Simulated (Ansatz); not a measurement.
Coupled-cluster diagnostics for Pt2H4, Ansatz.

Geometry of the singlet (B3LYP-D4/def2-TZVP):

```
atom    x (Å)    y (Å)    z (Å)
 Pt1  -0.0359   0.8558   0.9693
 Pt2   0.0351  -0.8519  -0.9705
  H3  -1.4977   1.2566   0.8987
  H4   0.3673  -0.8662  -2.4780
  H5  -0.3641   0.8638   2.4778
  H6   1.4952  -1.2580  -0.8973
```

In the def2 sets Pt takes a core potential; there is no spin–orbit coupling. Correlated methods freeze no core orbitals; core or outer-core shells of Pt are correlated, in sets that lack core-valence functions. The structure comes from a short search, and lower isomers may exist.

(1) Estimate the CCSD(T) correlation energy, the shares of MP2 and (T), T1 and the reference's ⟨S²⟩ for: charge 0, singlet, own geometry in def2-TZVPP; charge 0, singlet, own geometry in def2-TZVPD; charge -1, doublet, vertical in def2-TZVPD; and the rough time on 4 threads of Arm Neoverse V2 on a shared host.

## Answers

(1) 
```csv
state,basis,correlation (eV),MP2 share (%),(T) share (%),T1,⟨S²⟩ (pure),wall time
"charge 0, singlet, own geometry",def2-TZVPP,-35.664,102.6,4.5,0.027,0.00 (0.00),56 s
"charge 0, singlet, own geometry",def2-TZVPD,-26.159,103.8,3.9,0.030,0.00 (0.00),17 s
"charge -1, doublet, vertical",def2-TZVPD,-26.859,104.2,4.2,0.036,0.80 (0.75),100 s
```
Customary marks for T1 are 0.02 (closed shells), 0.045 (open shells) and about 0.05 (3d metals). T1 exceeds 0.02 in 3 of 3 rows and 0.045 in 0; the higher it lies, the less the single-reference result can be trusted.
